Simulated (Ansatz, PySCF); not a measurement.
# Bi(CN)3 in two programs

Bi(CN)3 (singlet), relaxed with PySCF 2.14.0, RKS r2SCAN, Bi def2-SVP with ECP60, C def2-SVP, N def2-SVP; non-relativistic Hamiltonian with scalar-relativistic core potentials where named; density fitting; no spin-orbit coupling:

```xyz
7

Bi    0.0000    0.0000    0.7121
C     1.8617    0.0000   -0.5228
N     2.9006    0.0000   -1.0525
C    -0.9309    1.6123   -0.5228
N    -1.4503    2.5120   -1.0525
C    -0.9309   -1.6123   -0.5228
N    -1.4503   -2.5120   -1.0525
```

There the HOMO–LUMO gap is 5.46 eV. 

The same geometry by Ansatz 0.2.0 (PBE, PAW, a periodic box with 9 Å of vacuum):

```
spin-orbit coupling  gap (eV)  largest force component (eV/Å)
            without      4.97                            0.06
```

(1) What does the run with spin-orbit coupling give?

The spin-orbit runs use fully relativistic datasets of their own, so changes of a few hundredths of an eV needn't come from the coupling.

No frequency check is given that shows the relaxed geometry to be a minimum.

The two programs differ in functional, so their gaps don't test each other.

## Answers

(1) gap (eV): 4.44, largest force component (eV/Å): 0.11. It took 23 s on 2 threads of Arm Neoverse V2, with other jobs on the host, peak memory 2.5 GiB.
